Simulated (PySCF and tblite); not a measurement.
Results of a calculation; reference values are marked as such.
# Dynamics report: pyramidal inversion

System: C7H15N, numbered as in [CH3:1][C:2]1([CH3:3])[CH2:4][CH2:5][CH2:6][CH2:7][NH:8]1.

Motion: pyramidal inversion at N8. Level: CAM-B3LYP/pcSseg-1 + D3(BJ), IEF-PCM benzene on GFN2-xTB stationary points, with GFN2-xTB thermal terms. Rates follow Eyring's equation with the number of equivalent paths and no tunnelling. Programs: tblite and PySCF.

```tsv
point	symmetry	E(GFN2) kcal/mol	E(DFT) kcal/mol	ZPE change kcal/mol	lowest mode cm⁻¹	dipole D
start	C1	0.0	0.0	0.00	144	1.23
saddle	C1	5.3	4.4	-1.14	639i	0.49
end	C1	0.5	-0.4	-0.19	141	1.01
```

| Item | Value |
| --- | --- |
| Electronic barrier | 4.4 kcal/mol |
| Barrier with zero-point energy | 3.3 kcal/mol |
| ΔH‡ (298 K) | 3.3 kcal/mol |
| ΔS‡ (298 K, symmetry apart) | 0.1 cal/(mol K) |
| Paths | 1 equivalent path |
| End point | a different minimum |
| Mean lifetime of the start against this motion at 298 K | 37 ps |
| Cost | 2.6 min on 1 thread of Arm Neoverse V1, on a host shared with other jobs (rough), peak memory 1.3 GiB, launched as `OMP_NUM_THREADS=1 python ens_run.py task.json out` |

```csv
T/K,ΔG‡ kcal/mol,k s⁻¹,ΔG kcal/mol,k back s⁻¹
200,3.2,1.2×10⁹,-0.6,2.6×10⁸
250,3.2,7.8×10⁹,-0.6,2.2×10⁹
298,3.2,2.7×10¹⁰,-0.6,9.3×10⁹
350,3.2,7×10¹⁰,-0.6,2.8×10¹⁰
400,3.2,1.4×10¹¹,-0.6,6.3×10¹⁰
```

ΔG and ΔG‡ leave out symmetry numbers and mirror images; rates count paths: 1 out, 1 back.
